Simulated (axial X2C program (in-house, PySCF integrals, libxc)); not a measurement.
# Potential curves of GaIn, with spin–orbit coupling

Computed with an in-house relativistic program for diatomic molecules. Two-component (2c) means X2C with spin–orbit coupling and atomic mean-field two-electron Coulomb and Gaunt terms. Basis: In dyall-cv3z [11s12p9d4f1g], Ga dyall-cv3z [9s9p7d4f1g] (cores contracted in-house); Gaussian nuclei, density fitting, unrestricted open shells. Masses: In 114.904 u, Ga 68.926 u.

State: Ω = 1 (⟨Sz⟩ = 0.99, ⟨Lz⟩ = 0.01 at TPSSh). Energies in eV from the lowest point of each curve. Fits are polynomials in 1 − R0/R over 0.85 to 1.23 times the lowest point R0.

```csv
R (Å),TPSSh,PBE0
2.3869,0.1452,0.1652
2.4656,0.0500,0.0624
2.5443,0.0060,0.0118
2.6230,0.0000,0.0000
2.7148,0.0275,0.0214
2.8066,0.0807,0.0686
2.9246,0.1724,
3.0689,0.3030,
3.1962,0.4231,
```

Density functionals use the spin component along the axis (collinear). The state is one determinant with fixed occupations, lowest in a PBE0 search at one distance only: followed along the bond, the 2c determinant Ω = 2 reaches 0.06 eV lower at PBE0, at Re = 2.872 Å, so the state shown is not the lowest. With several unpaired electrons one determinant need not be a pure state. Open-shell Ω = 0 determinants with evenly filled partner blocks cannot be reached by this program, so the Ω shown need not be the lowest component. Some points did not converge and are left out. The lowest spin-free determinant has another configuration (M_S = 1, Λ = 1), so the order of states is uncertain and this need not be the ground state.

Problem. What are Re and ωe at the TPSSh level?

Solution. At TPSSh, 2c: Re = 2.598 Å, ωe ≈ 177 cm⁻¹; Be follows as 0.058 cm⁻¹.

Problem. What are Re and ωe at the PBE0 level?

Solution. At PBE0, 2c: Re = 2.612 Å, ωe ≈ 173 cm⁻¹; Be follows as 0.0573 cm⁻¹.
